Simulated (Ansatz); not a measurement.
Pulling on the C5–H7 bond in C2H5Al (SMILES C=[CH][AlH2]) (multiplicity 1 held, fragments rigid). Energies count from the point at 1.087 Å.
Geometry at that point (charge 0, multiplicity 1):
| atom | x (Å) | y (Å) | z (Å) |
|---|---|---|---|
| Al | -0.1364 | 0.1629 | 1.1626 |
| H | -0.8151 | 1.5910 | 1.2176 |
| H | 0.1783 | -0.6444 | 2.4857 |
| C | 0.2915 | -0.5524 | -0.5896 |
| C | 0.0180 | 0.1449 | -1.6988 |
| H | 0.7594 | -1.5259 | -0.7301 |
| H | 0.2417 | -0.2199 | -2.6984 |
| H | -0.4483 | 1.1257 | -1.6579 |

U- levels take the lowest unrestricted solution at each point, which mixes spins at long bonds. Active spaces are followed from a long bond inwards. Levels need not reach the same state.

Correlated levels freeze the cores.

Run with Ansatz (Gaussian orbitals). 

Energies in kJ/mol.

```json
[
 {"R (Å)": "0.870", "U-HF/cc-pV(D+d)Z": "132", "U-SCS-MP2/cc-pV(D+d)Z": "143", "U-CCSD(T)/cc-pV(D+d)Z": "144", "FIC-MRCISD+Q on CASSCF(2,2)/cc-pV(D+d)Z": "143"},
 {"R (Å)": "0.979", "U-HF/cc-pV(D+d)Z": "26", "U-SCS-MP2/cc-pV(D+d)Z": "31", "U-CCSD(T)/cc-pV(D+d)Z": "32", "FIC-MRCISD+Q on CASSCF(2,2)/cc-pV(D+d)Z": "32"},
 {"R (Å)": "1.087", "U-HF/cc-pV(D+d)Z": "0", "U-SCS-MP2/cc-pV(D+d)Z": "0", "U-CCSD(T)/cc-pV(D+d)Z": "0", "FIC-MRCISD+Q on CASSCF(2,2)/cc-pV(D+d)Z": "0"},
 {"R (Å)": "1.196", "U-HF/cc-pV(D+d)Z": "18", "U-SCS-MP2/cc-pV(D+d)Z": "12", "U-CCSD(T)/cc-pV(D+d)Z": "11", "FIC-MRCISD+Q on CASSCF(2,2)/cc-pV(D+d)Z": "12"},
 {"R (Å)": "1.305", "U-HF/cc-pV(D+d)Z": "58", "U-SCS-MP2/cc-pV(D+d)Z": "48", "U-CCSD(T)/cc-pV(D+d)Z": "45", "FIC-MRCISD+Q on CASSCF(2,2)/cc-pV(D+d)Z": "46"},
 {"R (Å)": "1.468", "U-HF/cc-pV(D+d)Z": "138", "U-SCS-MP2/cc-pV(D+d)Z": "119", "U-CCSD(T)/cc-pV(D+d)Z": "114", "FIC-MRCISD+Q on CASSCF(2,2)/cc-pV(D+d)Z": "114"},
 {"R (Å)": "1.631", "U-HF/cc-pV(D+d)Z": "222", "U-SCS-MP2/cc-pV(D+d)Z": "222", "U-CCSD(T)/cc-pV(D+d)Z": "186", "FIC-MRCISD+Q on CASSCF(2,2)/cc-pV(D+d)Z": "186"},
 {"R (Å)": "1.903", "U-HF/cc-pV(D+d)Z": "310", "U-SCS-MP2/cc-pV(D+d)Z": "389", "U-CCSD(T)/cc-pV(D+d)Z": "296", "FIC-MRCISD+Q on CASSCF(2,2)/cc-pV(D+d)Z": "288"},
 {"R (Å)": "2.175", "U-HF/cc-pV(D+d)Z": "345", "U-SCS-MP2/cc-pV(D+d)Z": "450", "U-CCSD(T)/cc-pV(D+d)Z": "377", "FIC-MRCISD+Q on CASSCF(2,2)/cc-pV(D+d)Z": "361"},
 {"R (Å)": "2.501", "U-HF/cc-pV(D+d)Z": "360", "U-SCS-MP2/cc-pV(D+d)Z": "476", "U-CCSD(T)/cc-pV(D+d)Z": "431", "FIC-MRCISD+Q on CASSCF(2,2)/cc-pV(D+d)Z": "413"},
 {"R (Å)": "2.936", "U-HF/cc-pV(D+d)Z": "366", "U-SCS-MP2/cc-pV(D+d)Z": "486", "U-CCSD(T)/cc-pV(D+d)Z": "452", "FIC-MRCISD+Q on CASSCF(2,2)/cc-pV(D+d)Z": "444"},
 {"R (Å)": "3.480", "U-HF/cc-pV(D+d)Z": "367", "U-SCS-MP2/cc-pV(D+d)Z": "489", "U-CCSD(T)/cc-pV(D+d)Z": "456", "FIC-MRCISD+Q on CASSCF(2,2)/cc-pV(D+d)Z": "455"}
]
```

Doubts at one or more of the structures used: a spin-contaminated determinant (U-HF/cc-pV(D+d)Z, U-SCS-MP2/cc-pV(D+d)Z, U-CCSD(T)/cc-pV(D+d)Z); T1 above 0.05 (U-CCSD(T)/cc-pV(D+d)Z); the program's own flag: large difference (U-CCSD(T)/cc-pV(D+d)Z).

Ansatz is a quantum-chemistry and plane-wave program.
